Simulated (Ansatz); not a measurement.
Born–Oppenheimer molecular dynamics of BH7N2O (11 atoms, charge 0, multiplicity 1). It starts at the highest image of a converged band. Of that band: Beside the main top the profile has a ripple of under 15 meV (maxima at images 2, 4), which may be a very shallow well or noise. Neighbouring images differ by up to 1.6 eV, so the band resolves the path poorly. A vibrational analysis at the climbing image gives 2 clearly imaginary modes (1376i, 137i cm⁻¹): a point of higher order, so a lower path passes nearby.

These are results of Ansatz, RKS r2SCAN-D4/def2-SVP, not measurements.

```
ensemble                      : NVE (velocity Verlet)
time step                     : 0.5 fs
steps asked                   : 181
starting velocities drawn for : 300 K
seed                          : 2976
```

First frame:

```xyz
11
Properties=species:S:1:pos:R:3
B -0.098 0.305 0.069
H -0.382 -0.226 1.428
O 1.206 -0.130 -0.204
H 1.245 -0.564 -1.063
N -1.183 0.021 -0.868
H -1.336 -0.970 -1.048
H -2.087 0.430 -0.646
N -0.128 1.790 0.647
H -0.839 2.429 0.294
H 0.794 2.223 0.665
H -0.340 0.848 1.494
```

Q: How far do the bonds stretch over the last three quarters of this one trajectory? (Pairs bonded in most of those frames.)

A: 
| bond | mean (Å) | spread (Å) | shortest | longest |
| --- | --- | --- | --- | --- |
| B1–O3 | 1.391 | 0.030 | 1.33 | 1.44 |
| B1–N5 | 1.435 | 0.026 | 1.39 | 1.48 |
| B1–N8 | 1.427 | 0.036 | 1.37 | 1.51 |
| H2–H11 | 0.760 | 0.020 | 0.73 | 0.79 |
| O3–H4 | 0.968 | 0.020 | 0.93 | 1.00 |
| N5–H6 | 1.016 | 0.014 | 0.99 | 1.05 |
| N5–H7 | 1.016 | 0.025 | 0.97 | 1.06 |
| N8–H9 | 1.012 | 0.007 | 1.00 | 1.03 |
| N8–H10 | 1.014 | 0.007 | 1.00 | 1.03 |

Mean temperature of the second half: 1553 K. The conserved energy stayed within 0.2 meV per atom of its start (net change 0.053 meV per atom), so the integration is sound. The kinetic energy rose, since the run started high on the potential surface and went downhill. It ends in pieces (BH5N2O + H2), so much of that is their flight and rotation, not heat. A run of 0.09 ps of so small a system gives no equilibrium averages. The orbitals stay closed-shell, which can raise the energy where a bond breaks towards radicals; this wasn't checked here.

Time of the run: 6.1 min on 2 threads of Arm Neoverse V2, with other jobs on the host, peak memory 0.15 GiB.
